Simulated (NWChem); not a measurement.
System: 1,1,1-trifluoroethane (C2H3F3); SMILES CC(F)(F)F

NWChem input:

```
start job
memory heap 200 mb stack 700 mb global 900 mb
geometry units angstroms noautoz
  C      0.000000     0.000000    -1.477291
  C      0.000000     0.000000     0.029437
  F     -0.887907    -0.889998     0.525909
  F     -0.326807     1.213949     0.525909
  F      1.214714    -0.323951     0.525909
  H      0.268358    -0.993676    -1.843313
  H      0.726369     0.729243    -1.843313
  H     -0.994728     0.264433    -1.843313
end
basis spherical
  * library 6-311++g**
end
dft
  xc xpbe96 cpbe96
  iterations 150
  mulliken
end
task dft energy
```

Output (shortened):

```
             Northwest Computational Chemistry Package (NWChem) 7.3.0
             --------------------------------------------------------

 C3  symmetry detected

                             Geometry "geometry" -> ""
                             -------------------------

 Output coordinates in angstroms (scale by  1.889725989 to convert to a.u.)

  No.       Tag          Charge          X              Y              Z
 ---- ---------------- ---------- -------------- -------------- --------------
    1 C                    6.0000     0.00000000     0.00000000    -1.47687386
    2 C                    6.0000     0.00000000     0.00000000     0.02985414
    3 F                    9.0000    -0.46599672    -1.16761378     0.52632614
    4 F                    9.0000    -0.77818483     0.98737189     0.52632614
    5 F                    9.0000     1.24418155     0.18024189     0.52632614
    6 H                    1.0000     0.63776404    -0.80787684    -1.84289586
    7 H                    1.0000     0.38075985     0.95625828    -1.84289586
    8 H                    1.0000    -1.01852389    -0.14838144    -1.84289586

 Effective nuclear repulsion energy (a.u.)     200.6084800132

      Symmetry information
      --------------------

 Group name             C3
 Group number              5
 Group order               3
 No. of unique centers     4

  pbe96 is a nonlocal functional; adding pw91lda local functional.

                                 NWChem DFT Module
                                 -----------------

 Summary of "ao basis" -> "ao basis" (spherical)
 ------------------------------------------------------------------------------
       Tag                 Description            Shells   Functions and Types
 ---------------- ------------------------------  ------  ---------------------
 C                         6-311++g**               10       22   5s4p1d
 F                         6-311++g**               10       22   5s4p1d
 H                         6-311++g**                5        7   4s1p

      Symmetry analysis of basis
      --------------------------

        a          49
        e+         41
        e-         41

  Rotation of axis

            General Information
            -------------------
          SCF calculation type: DFT
          Wavefunction type:  closed shell.
          No. of atoms     :     8
          No. of electrons :    42
           Alpha electrons :    21
            Beta electrons :    21
          Charge           :     0
          Spin multiplicity:     1
          Use of symmetry is: on ; symmetry adaption is: on
          Maximum number of iterations: 150
          AO basis - number of functions:   131
                     number of shells:    65
          Convergence on energy requested:  1.00D-06
          Convergence on density requested:  1.00D-05
          Convergence on gradient requested:  5.00D-04

              XC Information
              --------------
          PerdewBurkeErnzerhof Exchange Functional  1.000
            Perdew 1991 LDA Correlation Functional  1.000 local
           PerdewBurkeErnz. Correlation Functional  1.000 non-local

             Grid Information
             ----------------
          Grid used for XC integration:  medium
          Radial quadrature: Mura-Knowles
          Angular quadrature: Lebedev.
          Tag              B.-S. Rad. Rad. Pts. Rad. Cut. Ang. Pts.
          ---              ---------- --------- --------- ---------
          C                   0.70       49          12.0       434
          F                   0.50       49          12.0       434
          H                   0.35       45          11.0       434
          Grid pruning is: on
          Number of quadrature shells:   192
          Spatial weights used:  Erf1

      Superposition of Atomic Density Guess
      -------------------------------------

 Sum of atomic energies:        -375.06131024

      Non-variational initial energy
      ------------------------------

 Total energy =    -376.867625
 1-e energy   =    -918.957785
 2-e energy   =     341.481680
 HOMO         =      -0.453018
 LUMO         =       0.033250

      Symmetry analysis of molecular orbitals - initial
      -------------------------------------------------

  Numbering of irreducible representations:

     1 a           2 e+          3 e-

  Orbital symmetries:

     1 a           2 e+          3 e+          4 a           5 a
     6 a           7 e+          8 e+          9 a          10 a
    11 e+         12 e+         13 a          14 e+         15 e+
    16 e+         17 e+         18 a          19 e+         20 e+
    21 a          22 a          23 e+         24 e+         25 a
    26 e+         27 e+         28 a          29 e+         30 e+
    31 a

     ---------------------------------------------
      Total Density - Mulliken Population Analysis
     ---------------------------------------------

    Atom       Charge   Shell Charges
 -----------   ------   -------------------------------------------------------
    1 C    6     6.61   1.10  0.89  0.61  0.81  1.61  0.51  1.01  0.04 -0.01  0.03
    2 C    6     5.06   1.10  0.89  0.32  0.69  0.99  0.29  0.38  0.13  0.05  0.21
    3 F    9     9.33   1.08  0.92  1.19  1.10  2.51  0.86  1.74 -0.09  0.03  0.00
    4 F    9     9.33   1.08  0.92  1.19  1.10  2.51  0.86  1.74 -0.09  0.03  0.00
    5 F    9     9.33   1.08  0.92  1.19  1.10  2.51  0.86  1.74 -0.09  0.03  0.00
    6 H    1     0.78   0.24  0.43  0.09 -0.00  0.02
    7 H    1     0.78   0.24  0.43  0.09 -0.00  0.02
    8 H    1     0.78   0.24  0.43  0.09 -0.00  0.02

   convergence    iter        energy       DeltaE   RMS-Dens  Diis-err
 ---------------- ----- ----------------- --------- --------- ---------
 d= 0,ls=0.0,diis     1   -377.1092363420 -5.78D+02  1.30D-02  2.22D+00
 d= 0,ls=0.0,diis     2   -376.7454165747  3.64D-01  8.36D-03  7.00D+00
 d= 0,ls=0.0,diis     3   -377.2982845846 -5.53D-01  9.02D-04  6.95D-02
 d= 0,ls=0.0,diis     4   -377.3006278261 -2.34D-03  5.46D-04  2.36D-02
 d= 0,ls=0.0,diis     5   -377.3024108471 -1.78D-03  1.35D-04  5.54D-04
  Resetting Diis
 d= 0,ls=0.0,diis     6   -377.3024781716 -6.73D-05  2.20D-05  2.62D-05
 d= 0,ls=0.0,diis     7   -377.3024808795 -2.71D-06  1.26D-05  2.22D-06
 d= 0,ls=0.0,diis     8   -377.3024807286  1.51D-07  7.03D-06  3.49D-06

         Total DFT energy =     -377.302480728590
      One electron energy =     -920.533613728783
           Coulomb energy =      385.604317811696
    Exchange-Corr. energy =      -42.981664824707
 Nuclear repulsion energy =      200.608480013204

 Numeric. integr. density =       41.999998399849

                  Occupations of the irreducible representations
                  ----------------------------------------------

                     irrep           alpha         beta
                     --------     --------     --------
                     a                 9.0          9.0
                     e+               12.0         12.0
                     e-                0.0          0.0

                       DFT Final Molecular Orbital Analysis
                       ------------------------------------

 Vector   19  Occ=2.000000D+00  E=-3.588746D-01  Symmetry=e+
              MO Center=  2.3D-02, -2.3D-01, -1.5D-01, r^2= 2.8D+00
   Bfn.  Coefficient  Atom+Function         Bfn.  Coefficient  Atom+Function
  ----- ------------  ---------------      ----- ------------  ---------------
    53      0.252653  3 F  pz                57      0.222700  3 F  pz
    97     -0.179889  5 F  pz                49      0.175428  3 F  pz
   101     -0.158565  5 F  pz                 8     -0.144260  1 C  py
   119     -0.137748  7 H  s                 52      0.131696  3 F  py
    93     -0.124905  5 F  pz                56      0.115420  3 F  py

 Vector   20  Occ=2.000000D+00  E=-3.517242D-01  Symmetry=a
              MO Center= -7.8D-14,  5.7D-14,  5.2D-01, r^2= 2.0D+00
   Bfn.  Coefficient  Atom+Function         Bfn.  Coefficient  Atom+Function
  ----- ------------  ---------------      ----- ------------  ---------------
    96      0.277424  5 F  py                51      0.260351  3 F  px
   100      0.245625  5 F  py                55      0.230509  3 F  px
    73     -0.220162  4 F  px                77     -0.194926  4 F  px
    92      0.192879  5 F  py                47      0.181009  3 F  px
    74     -0.173517  4 F  py                69     -0.153068  4 F  px

 Vector   21  Occ=2.000000D+00  E=-3.406121D-01  Symmetry=a
              MO Center=  6.2D-15,  1.7D-14, -1.3D-01, r^2= 2.4D+00
   Bfn.  Coefficient  Atom+Function         Bfn.  Coefficient  Atom+Function
  ----- ------------  ---------------      ----- ------------  ---------------
     9      0.215957  1 C  pz                53      0.213320  3 F  pz
    75      0.213320  4 F  pz                97      0.213320  5 F  pz
    32      0.194078  2 C  s                 57      0.189902  3 F  pz
    79      0.189902  4 F  pz               101      0.189902  5 F  pz
    31     -0.170179  2 C  pz                13      0.153573  1 C  pz

 Vector   22  Occ=0.000000D+00  E=-1.918962D-02  Symmetry=a
              MO Center= -3.4D-13,  1.4D-13, -2.0D+00, r^2= 1.1D+01
   Bfn.  Coefficient  Atom+Function         Bfn.  Coefficient  Atom+Function
  ----- ------------  ---------------      ----- ------------  ---------------
    14      3.762112  1 C  s                114     -1.184771  6 H  s
   121     -1.184771  7 H  s                128     -1.184771  8 H  s
    36     -0.776125  2 C  s                 10      0.625111  1 C  s
   113     -0.466270  6 H  s                120     -0.466270  7 H  s
   127     -0.466270  8 H  s                  6      0.185373  1 C  s

 Vector   23  Occ=0.000000D+00  E= 2.154906D-02  Symmetry=e+
              MO Center=  9.8D-01, -8.1D-02, -2.0D+00, r^2= 1.1D+01
   Bfn.  Coefficient  Atom+Function         Bfn.  Coefficient  Atom+Function
  ----- ------------  ---------------      ----- ------------  ---------------
   114      3.013822  6 H  s                121     -2.641462  7 H  s
    16      1.040699  1 C  py               128     -0.372360  8 H  s
   113      0.277629  6 H  s                 15     -0.274879  1 C  px
   120     -0.243314  7 H  s                 12      0.224154  1 C  py
    34      0.207793  2 C  py                38     -0.176148  2 C  py

 Vector   24  Occ=0.000000D+00  E= 2.154906D-02  Symmetry=e+
              MO Center= -9.8D-01,  8.1D-02, -2.0D+00, r^2= 1.1D+01
   Bfn.  Coefficient  Atom+Function         Bfn.  Coefficient  Atom+Function
  ----- ------------  ---------------      ----- ------------  ---------------
   128      3.265079  8 H  s                121     -1.955013  7 H  s
   114     -1.310066  6 H  s                 15      1.040699  1 C  px
   127      0.300767  8 H  s                 16      0.274879  1 C  py
    11      0.224154  1 C  px                33      0.207793  2 C  px
   120     -0.180101  7 H  s                 37     -0.176148  2 C  px

     ---------------------------------------------
      Total Density - Mulliken Population Analysis
     ---------------------------------------------

    Atom       Charge   Shell Charges
 -----------   ------   -------------------------------------------------------
    1 C    6     6.52   1.10  0.88  0.66  0.75  1.55  0.51  0.90  0.14 -0.01  0.03
    2 C    6     5.90   1.10  0.88  0.56  0.81  1.41  0.22  0.46  0.10  0.08  0.28
    3 F    9     9.08   1.08  0.92  1.18  1.09  2.34  0.88  1.61 -0.07  0.05  0.01
    4 F    9     9.08   1.08  0.92  1.18  1.09  2.34  0.88  1.61 -0.07  0.05  0.01
    5 F    9     9.08   1.08  0.92  1.18  1.09  2.34  0.88  1.61 -0.07  0.05  0.01
    6 H    1     0.78   0.27  0.46  0.04 -0.01  0.02
    7 H    1     0.78   0.27  0.46  0.04 -0.01  0.02
    8 H    1     0.78   0.27  0.46  0.04 -0.01  0.02

     -------------------------------------------
      Total Density - Lowdin Population Analysis
     -------------------------------------------

    Atom       Charge   Shell Charges
 -----------   ------   -------------------------------------------------------
    1 C    6     6.05   1.05  0.92  0.63  0.48  1.47  0.28  0.94  0.05  0.14  0.08
    2 C    6     5.97   1.05  0.92  0.56  0.50  1.33  0.21  0.66  0.06  0.14  0.54
    3 F    9     9.06   1.03  0.96  1.19  0.97  2.29  0.63  1.54  0.13  0.32  0.01
    4 F    9     9.06   1.03  0.96  1.19  0.97  2.29  0.63  1.54  0.13  0.32  0.01
    5 F    9     9.06   1.03  0.96  1.19  0.97  2.29  0.63  1.54  0.13  0.32  0.01
    6 H    1     0.93   0.27  0.42  0.14  0.03  0.07
    7 H    1     0.93   0.27  0.42  0.14  0.03  0.07
    8 H    1     0.93   0.27  0.42  0.14  0.03  0.07

     Multipole analysis of the density
     ---------------------------------

     L   x y z        total         alpha         beta         nuclear
     -   - - -        -----         -----         ----         -------
     0   0 0 0     -0.000000    -21.000000    -21.000000     42.000000

     1   1 0 0     -0.000000     -0.000000     -0.000000     -0.000000
     1   0 1 0      0.000000      0.000000      0.000000      0.000000
     1   0 0 1     -0.933804     -0.466902     -0.466902     -0.000000

     2   2 0 0    -21.546467    -51.707491    -51.707491     81.868516
     2   1 1 0     -0.000000     -0.000000     -0.000000     -0.000000
     2   1 0 1     -0.000000     -0.000000     -0.000000     -0.000000
     2   0 2 0    -21.546467    -51.707491    -51.707491     81.868516
     2   0 1 1     -0.000000     -0.000000     -0.000000      0.000000
     2   0 0 2    -19.260803    -64.554442    -64.554442    109.848081
```

Level: PBE/6-311++G** (spherical d). Structure relaxed at the B3LYP/6-31G* (spherical d) level.
